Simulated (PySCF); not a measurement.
Computed properties of C4H11NSi, SMILES [SiH3]/C(=N/CC)C

C4H11NSi, SMILES C(/[SiH3])(C)=N\CC. Coordinates come from a r2SCAN-D4/def2-SVP optimisation. The structure was generated by enumeration; whether it is a known compound was not checked. One conformer was computed; it need not be the lowest. All values are computed for the isolated molecule unless a solvent is named; none is compared with measurement here.

**Structure.** All 45 harmonic modes at r2SCAN-D4/def2-SVP (PySCF) are real, so it is a minimum. With heavy atoms numbered as in [CH3:1][CH2:2]/[N:3]=[C:4](\[CH3:5])[SiH3:6], the shortest bond between them is N3–C4 at 1.284 Å and the longest C4–Si6 at 1.899 Å.

**Vibrations.** The strongest infrared lines (harmonic, unscaled, degenerate partners summed) lie at 904 cm⁻¹ (263 km/mol, H 86 %, Si 9 %), 2200 cm⁻¹ (118 km/mol, H 96 %), 2201 cm⁻¹ (100 km/mol, H 98 %). The softest mode is at 47 cm⁻¹ and the zero-point energy is 86.7 kcal/mol.

**Electronic structure.** M06-2X/def2-TZVP (PySCF) places the frontier levels at -8.17 and 0.31 eV, a gap of 8.48 eV, and gives a dipole moment of 2.00 D and a mean polarisability of 85.3 bohr³. PBE/def2-TZVP (PySCF) at the same geometry gives -5.48 and -1.72 eV, so its gap is 4.72 eV narrower. An orbital gap is neither the optical nor the fundamental gap.

**Excitations.** TDA-ωB97X/def2-SVPD (PySCF) has S1 at 4.53 eV (274 nm, f = 0.003, weak); the most intense of the 6 singlets computed lies at 7.56 eV (f = 0.29). T1 (TDA) is at 3.70 eV, 0.83 eV under S1. TDA-PBE/def2-SVPD (PySCF) puts S1 at 4.17 eV. No vertical singlet excitation falls in the visible range (under 3.1 eV).

**NMR.** GIAO shifts at KT2/pcSseg-1 (PySCF) (non-relativistic, atoms alike by connectivity averaged): ¹³C from 20.7 to 176.7 ppm against TMS; ¹H from 1.8 to 4.5 ppm against TMS; ²⁹Si at -71.4 ppm against TMS.
